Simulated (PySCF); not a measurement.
Compound: C₆H₁₂OSi.
SMILES: `C=C(C)[Si@H]1CCCO1`

The closed-shell ground state was solved at several levels (PySCF, density fitting, gas phase, non-relativistic). Geometry: PBE0-D3(BJ)/def2-SVP, one conformer, isolated molecule.

```json
{"level": "PBE0/pcSseg-1", "basis functions": "203", "total energy (Eh)": "-600.0615", "HOMO (eV)": "-7.40", "LUMO (eV)": "-0.11", "gap (eV)": "7.29", "dipole (D)": "1.76"}
{"level": "CAM-B3LYP/pcSseg-1", "basis functions": "203", "total energy (Eh)": "-600.3989", "HOMO (eV)": "-8.69", "LUMO (eV)": "1.08", "gap (eV)": "9.77", "dipole (D)": "1.76"}
```

(1) What might CAM-B3LYP/def2-SVPD (263 basis functions) give for the same quantities?

(2) Over all these levels, which gives the widest orbital gap and which the narrowest?

(3) How far do the dipole and the HOMO energy spread over the levels?

Results:

(1) Total energy -600.1391 Eh, HOMO -8.71 eV, LUMO 0.92 eV, gap 9.63 eV, dipole 1.75 D.

(2) CAM-B3LYP/pcSseg-1 (range-separated hybrid) has the widest, 9.77 eV, and PBE0/pcSseg-1 (global hybrid, 25 % exact exchange) the narrowest, 7.29 eV. The two share the basis. From the narrowest to the widest the HOMO moves by -1.29 eV and the LUMO by +1.19 eV.

(3) The dipole runs from 1.75 to 1.76 D (mean 1.76 D) and the HOMO from -8.71 to -7.40 eV.
